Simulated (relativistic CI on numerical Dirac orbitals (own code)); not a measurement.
## Level scheme of Ta LXII

These numbers are calculated, not measured: Dirac-Coulomb-Breit CI, KLI orbitals optimised for each configuration, model QED (radiative potential, 1s self-energy scaled to tabulated hydrogen-like ionisation energies), unscaled Slater integrals (own radial code, finite nucleus).

Configuration list (outside the closed core [Ne]): 3s², 3s3p, 3p², 3s3d, 3d², 3p3d, 3p4s, 3d4s, 3s4s, 3s4p, 3s4d, 3s4f, 3s5s, 3s5p, 3s5d, 4s², 3s5f, 3s5g, 3s6s, 3s6p, 3s6d. Levels of other configurations are missing.

| No. | Configuration | Term | J | E (eV) | % | Lifetime (s) | jj configuration (%) |
| --- | --- | --- | --- | --- | --- | --- | --- |
| 1 | 3s² | ¹S | 0 | 0.00 | 99 |  | closed (99) |
| 2 | 3s3p | ³P° | 0 | 136.31 | 100 |  | 3s 3p1/2 (100) |
| 3 | 3s3p | ³P° | 1 | 151.84 | 73 | 5.70e-11 | 3s 3p1/2 (99) |
| 4 | 3p² | ³P | 0 | 326.58 | 69 | 7.87e-12 | 3p1/2^2 (99) |
| 5 | 3s3p | ³P° | 2 | 482.22 | 100 | 5.38e-09 | 3s 3p3/2 (100) |
| 6 | 3s3p | ¹P° | 1 | 519.47 | 72 | 4.29e-13 | 3s 3p3/2 (99) |
| 7 | 3p² | ¹D | 2 | 656.35 | 56 | 1.89e-12 | 3p1/2 3p3/2 (83) |
| 8 | 3p² | ³P | 1 | 658.36 | 100 | 5.79e-13 | 3p1/2 3p3/2 (100) |
| 9 | 3s3d | ³D | 1 | 693.09 | 100 | 6.83e-13 | 3s 3d3/2 (100) |
| 10 | 3s3d | ³D | 2 | 705.77 | 71 | 4.16e-13 | 3s 3d3/2 (83) |
| 11 | 3s3d | ³D | 3 | 771.28 | 100 | 4.17e-12 | 3s 3d5/2 (100) |
| 12 | 3s3d | ¹D | 2 | 788.78 | 70 | 2.21e-12 | 3s 3d5/2 (93) |
| 13 | 3p3d | ³F° | 2 | 840.13 | 75 | 1.97e-11 | 3p1/2 3d3/2 (100) |
| 14 | 3p3d | ³D° | 1 | 874.89 | 53 | 5.07e-13 | 3p1/2 3d3/2 (99) |
| 15 | 3p3d | ³P° | 2 | 937.06 | 47 | 3.49e-12 | 3p1/2 3d5/2 (100) |
| 16 | 3p3d | ³F° | 3 | 939.95 | 52 | 5.09e-12 | 3p1/2 3d5/2 (99) |
| 17 | 3p² | ³P | 2 | 1011.78 | 63 | 3.02e-13 | 3p3/2^2 (99) |
| 18 | 3p² | ¹S | 0 | 1030.69 | 68 | 3.09e-13 | 3p3/2^2 (99) |
| 19 | 3p3d | ³D° | 2 | 1199.08 | 51 | 3.33e-13 | 3p3/2 3d3/2 (99) |
| 20 | 3p3d | ³P° | 0 | 1209.15 | 100 | 3.18e-13 | 3p3/2 3d3/2 (100) |
| 21 | 3p3d | ³F° | 3 | 1209.36 | 47 | 3.61e-13 | 3p3/2 3d3/2 (97) |
| 22 | 3p3d | ³P° | 1 | 1209.74 | 60 | 3.22e-13 | 3p3/2 3d3/2 (99) |
| 23 | 3p3d | ³F° | 4 | 1265.56 | 100 | 6.90e-13 | 3p3/2 3d5/2 (100) |
| 24 | 3p3d | ³P° | 2 | 1277.53 | 47 | 5.43e-13 | 3p3/2 3d5/2 (99) |
| 25 | 3p3d | ³D° | 3 | 1296.42 | 60 | 5.27e-13 | 3p3/2 3d5/2 (97) |
| 26 | 3p3d | ¹P° | 1 | 1309.29 | 66 | 4.79e-13 | 3p3/2 3d5/2 (99) |
| 27 | 3d² | ³F | 2 | 1399.59 | 74 | 3.61e-13 | 3d3/2^2 (99) |
| 28 | 3d² | ³P | 0 | 1426.11 | 71 | 3.23e-13 | 3d3/2^2 (98) |
| 29 | 3d² | ³F | 3 | 1473.43 | 100 | 6.34e-13 | 3d3/2 3d5/2 (100) |
| 30 | 3d² | ³P | 2 | 1485.64 | 50 | 5.74e-13 | 3d3/2 3d5/2 (99) |
| 31 | 3d² | ¹G | 4 | 1488.08 | 69 | 7.16e-13 | 3d3/2 3d5/2 (99) |
| 32 | 3d² | ³P | 1 | 1490.89 | 100 | 5.55e-13 | 3d3/2 3d5/2 (100) |
| 33 | 3d² | ³F | 4 | 1556.56 | 69 | 2.40e-12 | 3d5/2^2 (99) |
| 34 | 3d² | ³P | 2 | 1566.83 | 47 | 1.96e-12 | 3d5/2^2 (100) |
| 35 | 3d² | ¹S | 0 | 1595.86 | 71 | 1.41e-12 | 3d5/2^2 (98) |
| 36 | 3s4s | ³S | 1 | 3097.58 | 100 | 1.64e-14 | 3s 4s (100) |
| 37 | 3s4s | ¹S | 0 | 3112.72 | 100 | 1.71e-14 | 3s 4s (100) |
| 38 | 3s4p | ³P° | 0 | 3169.02 | 99 | 6.60e-14 | 3s 4p1/2 (99) |
| 39 | 3s4p | ³P° | 1 | 3170.47 | 68 | 1.94e-14 | 3s 4p1/2 (100) |
| 40 | 3p4s | ³P° | 1 | 3258.28 | 63 | 1.89e-14 | 3p1/2 4s (94) |
| 41 | 3p4s | ³P° | 0 | 3260.24 | 99 | 2.29e-14 | 3p1/2 4s (99) |
| 42 | 3s4p | ³P° | 2 | 3309.70 | 100 | 9.73e-14 | 3s 4p3/2 (100) |
| 43 | 3s4p | ¹P° | 1 | 3316.48 | 64 | 1.77e-14 | 3s 4p3/2 (94) |
| 44 | 3s4d | ³D | 1 | 3385.77 | 100 | 9.55e-15 | 3s 4d3/2 (100) |
| 45 | 3s4d | ³D | 2 | 3386.81 | 64 | 9.61e-15 | 3s 4d3/2 (100) |

Energies count from the lowest computed level; ° marks odd parity; lifetimes are radiative, by E1, M1, E2, M2 decay to levels of this space only; some are left blank where a channel outside the calculation adds to the decay or the decay crosses a small, uncertain gap. Filled j subshells are mostly left out of the jj labels.

The mean weight of the leading LS term, summed over parents, in these 45 levels is 76 %, and that of the leading jj configuration (from the same eigenvectors) 98 %, so jj coupling describes them better and the LS labels are nominal.

At this charge energies of transitions that change n are usually good to better than 1 %, and those within a shell (Δn = 0) to a few per cent.

LS names give the leading component of a level, which can be under half, so a name can repeat, a term be missing and a line seem to break the LS rules.
